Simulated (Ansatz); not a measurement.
Stepwise reaction of `O[SiH](F)F` with water, as a gas-phase model of exchange steps in deposition or etching. ΔE in kJ/mol; ΔG adds harmonic PBE0-D4 terms to CCSD(T)/CBS, at 1 bar.

Gas-phase electronic energies from Ansatz, PBE0-D4/def2-TZVP geometries. CCSD(T)/CBS is the MP2 limit (def2-TZVPP, def2-QZVPP) plus CCSD(T) − MP2 in def2-TZVPP, frozen cores. This one scheme is used for every species. DFT in def2-TZVPP. B3LYP here is the variant with VWN-RPA as its local correlation; programs differ in this. Each species was taken in one conformer, which may not be the lowest.

| step | reaction | PBE-D4 | B3LYP-D4 | ωB97M-V | CCSD(T)/CBS | ΔG(600 K) |
| --- | --- | --- | --- | --- | --- | --- |
| 1 | `O[SiH](F)F` + H₂O → `O[SiH](O)F` + H–F | 39.5 | 41.8 | 41.5 | 41.6 | 43.1 |

Problem. Give the row of step 2, `O[SiH](O)F` + H₂O → `O[SiH](O)O` + H–F. (Estimate.)

Solution. Ansatz gave: 
| step | reaction | PBE-D4 | B3LYP-D4 | ωB97M-V | CCSD(T)/CBS | ΔG(600 K) |
| --- | --- | --- | --- | --- | --- | --- |
| 2 | `O[SiH](O)F` + H₂O → `O[SiH](O)O` + H–F | 43.0 | 45.6 | 45.1 | 44.6 | 47.1 |

Problem. By hand: ΔE of the 2 steps together at CCSD(T)/CBS.

Solution. (41.6) + (44.6) = 86.2 kJ/mol, or 43.1 kJ/mol a step.

In ΔE the steps differ by no more than 3.0 kJ/mol. All are uphill at CCSD(T)/CBS. ΔG lies between 43.1 and 47.1 kJ/mol a step. PBE-D4 differs from CCSD(T)/CBS by -2.1 to -1.6 kJ/mol a step. Isolated molecules leave out the surface, adducts and barriers. Largest T1 diagnostic: 0.011.
